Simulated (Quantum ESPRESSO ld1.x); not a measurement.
Values are calculated unless marked as measured or tabulated.
Question: The table gives one normalised radial function P(r) = r R(r) of Co21+ in [He] 2s2 2p2 (r in bohr). Code: ld1.x of Quantum ESPRESSO 7.5. Model: scalar-relativistic Kohn-Sham, relativistic LDA (MacDonald-Vosko exchange, VWN5 correlation), spin-unpolarised, spherical densities, point nucleus.

r              P
0.002729   0.2442
0.003307   0.2901
0.004007   0.3434
0.004855   0.4047
0.005929   0.4777
0.007184   0.5564
0.008705   0.6429
0.01055    0.7355
0.01278    0.8311
0.01549    0.9246
0.01876    1.0083
0.02274    1.0715
0.02755    1.1000
0.03338    1.0765
0.04077    0.9755
0.0494     0.7852
0.05985    0.4890
0.07252    0.0837
0.08788   -0.4147
0.1065    -0.9649
0.129     -1.4976
0.1563    -1.9232
0.1894    -2.1519
0.2295    -2.1252
0.2781    -1.8468
0.3397    -1.3736
0.4115    -0.8768
0.4987    -0.4632
0.6042    -0.1955
0.7321    -0.0631

Which n and l does it have? It may be an empty orbital.

Answer: n = 2, l = 0: the number of nodes gives n - l - 1 = 1, the rise at small r (about r^(l+1)) gives l, and the extent must fit the shell. The curve is that of 2s. 2s: eigenvalue -1865.6 eV, 1 radial node at r = 0.0751 bohr, <r> = 0.239 bohr, 90 % of the charge inside 0.366 bohr.
